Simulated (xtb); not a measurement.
CH₆F₂Si₃, SMILES C1[Si@@H]([SiH2][Si@@H]1F)F. All values are semi-empirical tight-binding results from xtb (GFN2-xTB unless named), good for trends rather than for accurate numbers. Geometry optimised at GFN2-xTB. The structure was generated by enumeration; whether it is a known compound was not checked.

```json
{
  "point_group_as_xtb_finds_it": "Cs",
  "orbital_gap": "3.50 eV",
  "dipole_moment": "3.13 D",
  "zero_point_energy": "40.5 kcal/mol",
  "G − E(el) at 298.15 K (modified RRHO)": "19.1 kcal/mol",
  "static polarisability (D4 model)": "93.3 bohr³",
  "solvation energy, GFN2-xTB/ALPB(water)": "-0.7 kcal/mol",
  "solvation energy, GFN2-xTB/ALPB(acetonitrile)": "-2.0 kcal/mol"
}
```
